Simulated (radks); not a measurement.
Results of a calculation; reference values are marked as such.
Numerical settings for the bismuth ion Bi20+, [Kr] 4d10 4f14 5s2 5p1. Level of theory: Dirac Kohn-Sham, LDA (Slater exchange, Perdew-Wang correlation), spin-unpolarised, spherical densities, point nucleus; open shells are shared between the two j in proportion to 2j + 1 (a radial shooting solver on a logarithmic mesh with Libxc functionals). The defaults (mesh step 0.008 in ln r, mesh end at 40 bohr or more with all orbitals vanishing there, Anderson mixing 0.5 over 9 steps, residual threshold near 1e-9 with the energy settled to 1e-9 hartree or 1e-11 of itself, here a cap of 52 iterations) give E = -21419.263 hartree and 5p3/2 at -489.99 eV in 15 iterations. Run on one thread of a shared host, so times are rough (Arm Neoverse N1): 0.2 s of CPU time, 0.2 s wall, 15 iterations on 2476 mesh points. One setting is changed at a time: mesh step in ln r 0.05; mesh step in ln r 0.03; mesh step in ln r 0.12; mesh end (bohr) 1; mesh end (bohr) 8; residual threshold 0.01; residual threshold 0.001; mixing 1.5; linear mixing, mixing 0.8; linear mixing, mixing 0.2; mixing history 20; iteration cap 8. Which runs fail to converge, and which converge to a wrong energy?

Answer. Not converged within the cap: mesh step in ln r 0.12; linear mixing, mixing 0.2; iteration cap 8. Settings that end as converged yet miss the energy by more than 1 mhartree: mesh end (bohr) 1 (+19 hartree).
